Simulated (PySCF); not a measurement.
Cost against size for one kind of job: PBE0-D3(BJ)/def2-SVP geometry optimisation, gas phase in PySCF 2.14.0; work: geometry optimisation from a GFN2-xTB start shaken at random. Hardware: one thread, Arm Neoverse V1 (aarch64) (shared host). Times come from a shared host and carry two figures at best. Peak memory is the resident size of the whole Python process, interpreter and libraries included.

| species (SMILES) | atoms | electrons | basis functions | SCF cycles | gradient evaluations | wall time | peak memory |
| --- | --- | --- | --- | --- | --- | --- | --- |
| O=S(=O)([O-])[O-] | 5 | 50 | 74 | 51 | 7 | 10 s | 0.32 GiB |
| COBOC | 12 | 40 | 105 | 49 | 7 | ? | ? |
| C[CH2][In]([Cl])[Cl] | 10 | 100 | 115 | 50 | 8 | 49 s | 0.47 GiB |
| P[SiH2][O][GeH3] | 11 | 76 | 117 | 78 | 12 | ? | ? |
| C[P@H](=[Se])CP | 13 | 84 | 136 | 32 | 5 | ? | ? |

Problem. Estimate the withheld figures.

Solution. `COBOC`: 22 s, 0.40 GiB; `P[SiH2][O][GeH3]`: 68 s, 0.50 GiB; `C[P@H](=[Se])CP`: 44 s, 0.55 GiB.

Problem. With all rows, how does the wall time grow with the number of basis functions N?

Solution. A straight line through log(time) against log(N) has slope 2.9 between N = 74 and 136, and the rows scatter about it by a factor of about 1.5 (standard error of the fit). This is a fit to these rows, whose iteration counts differ, not the method's formal scaling.

Problem. Which species took longest, and how many times the shortest run?

Solution. `P[SiH2][O][GeH3]`, at 68 s: about 6.8 times the shortest (10 s).
